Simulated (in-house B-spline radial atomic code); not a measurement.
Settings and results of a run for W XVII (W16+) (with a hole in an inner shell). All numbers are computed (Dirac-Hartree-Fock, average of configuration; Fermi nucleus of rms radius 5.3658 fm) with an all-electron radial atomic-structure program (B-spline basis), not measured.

Command:
```bash
python run_scf.py task.json out
```
Settings (nuclear radius in fm, mass in u):
```
Z                74
configuration    1s2 2s2 2p6 3s2 3p6 3d10 4s1 4p6 4d10 4f11 5s2
hamiltonian      dirac
method           hf
spin_polarised   False
nucleus          fermi
rms_radius       5.3658
atomic_mass      183.95093
speed_of_light   137.035999084
```

Output (hartree, bohr):
```
 radial grid: 63 intervals, B-splines of order 8, outer radius 8.6826 bohr

 iter        energy (Eh)    residual
    1      -15923.362416    3.36e+00
    2      -16009.355546    2.54e+00
    3      -16041.563571    6.28e-01
    4      -16044.232494    1.97e-01
    5      -16044.358333    7.08e-02
    6      -16044.409090    4.72e-03
    7      -16044.409141    4.02e-04
    8      -16044.409142    4.43e-05
    9      -16044.409142    1.35e-06
   10      -16044.409142    6.16e-08

 total energy                    -16044.40914
 kinetic                           18068.6397
 electron-nucleus                 -39269.5816
 electron-electron                  5156.5328

 first-order corrections (not in the total)
   Gaunt                            19.1450
   retardation                      -2.0258
   frequency dependence             -0.3331
   self-energy                      13.9677
   Uehling                          -2.6221
   Wichmann-Kroll                    0.1041
   recoil                            0.0296

 orbital      occ     eigenvalue          <r>       <r^2>       <1/r>     <1/r^2>     <1/r^3>       r_max    small
 1s1/2      2.000     -2585.7333    0.0183454 0.000462979     87.0389     18194.3           -     0.01146  7.79e-02
 2s1/2      2.000      -463.0050    0.0768918    0.007054     21.1977     2476.43           -     0.06582  1.77e-02
 2p1/2      2.000      -442.4876    0.0637219  0.00505321     21.1209     779.245           -     0.04902  1.77e-02
 2p3/2      4.000      -392.6529    0.0716358  0.00624848     17.7624     430.852     16719.9     0.05582  1.60e-02
 3s1/2      2.000      -119.5973     0.200128   0.0459407     7.79259     556.997           -      0.1852  5.83e-03
 3p1/2      2.000      -110.5235     0.190275   0.0422016     7.70107     178.497           -      0.1736  5.77e-03
 3p3/2      4.000       -99.5670     0.204755   0.0486661     6.83889     100.427     3823.66      0.1874  5.29e-03
 3d3/2      4.000       -84.4699     0.179467   0.0378286      6.7144     56.4663     638.224       0.147  5.15e-03
 3d5/2      6.000       -82.1116     0.183941    0.039608     6.51022     52.3494     543.706      0.1509  5.01e-03
 4s1/2      1.000       -36.4901      0.44587    0.224452     3.28881     139.451           -      0.4194  1.94e-03
 4p1/2      2.000       -32.3866      0.44896    0.228955     3.18709     43.9852           -       0.419  1.86e-03
 4p3/2      4.000       -29.7315     0.478142    0.259295     2.90648     25.1934     910.262      0.4465  1.69e-03
 4d3/2      4.000       -23.4924     0.486983    0.272942     2.72144     13.3607     137.669      0.4413  1.53e-03
 4d5/2      6.000       -22.9826     0.496746     0.28372     2.65237     12.3938     115.374      0.4501  1.48e-03
 4f5/2      4.714       -15.0686      0.51328    0.310382     2.33957     6.71827      24.324      0.4074  1.18e-03
 4f7/2      6.286       -14.9662     0.518248    0.316196     2.31476     6.56386     23.3689      0.4114  1.16e-03
 5s1/2      2.000       -14.2944     0.921958    0.945983     1.50236     36.3897           -      0.8886  6.30e-04
```

Run time, properties included: 2.1 s on 1 thread of AMD EPYC 7R43 64-Core Processor, with other jobs on the host.

For the Dirac Hamiltonian the kinetic term is c α·p + (β - 1)c².
